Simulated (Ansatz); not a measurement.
`F[SiH]1[SiH2]S1` + SiH₄ → `[SiH3][SiH]1[SiH2]S1` + H–F at 700 K and 1 bar (formal exchange of groups at the Si–F bond).

Isolated molecules relaxed with PBE0-D4/def2-TZVP in Ansatz; ΔE leaves out vibrations. CBS: MP2 limit from def2 TZ/QZ plus the TZ coupled-cluster correction, frozen cores. This one scheme is used for every species.

```csv
species,CCSD(T)/CBS energy (Eh),H − E (kJ/mol),S (J/(mol·K))
`F[SiH]1[SiH2]S1`,-1077.61450,143.5,409.3
SiH₄,-291.46306,115.5,252.9
`[SiH3][SiH]1[SiH2]S1`,-1268.63937,223.0,486.6
H–F,-100.39570,45.2,198.5
```

H − E and S are ideal-gas, rigid-rotor, harmonic terms from PBE0-D4/def2-TZVP, for one conformer and one mirror image of each species. 1 Eh = 2625.50 kJ/mol, R = 8.31446 J/(mol·K).

Question: By hand: ΔE, ΔH, ΔS and ΔG.

Answer: ΔE = (-1268.63937) + (-100.39570) − (-1077.61450) − (-291.46306) = 0.04249 Eh = 111.6 kJ/mol. Δ(H − E) = 223.0 + 45.2 − 143.5 − 115.5 = 9.2, so ΔH = 120.8 kJ/mol. ΔS = 486.6 + 198.5 − 409.3 − 252.9 = 22.9 J/(mol·K). ΔG = 120.8 − 700 × (22.9)/1000 = 104.8 kJ/mol.

Question: By hand: the equilibrium constant, and the temperature at which ΔG would vanish if ΔH and ΔS stayed fixed.

Answer: log₁₀ K = −ΔG/(RT ln 10) = -7.8. ΔG = 0 at ΔH/ΔS = 5275 K, far beyond where these terms or the molecules hold.

ΔH outweighs TΔS. A doubt of 5 kJ/mol in ΔE shifts log₁₀ K by 0.4 here. Other conformers and mirror images would add mixing entropy, several J/(mol·K) or more a flexible species. These are equilibria of isolated gas molecules and say nothing of rates. Largest T1 diagnostic: 0.014 (customary marks: 0.02 for closed shells, 0.045 for open ones).
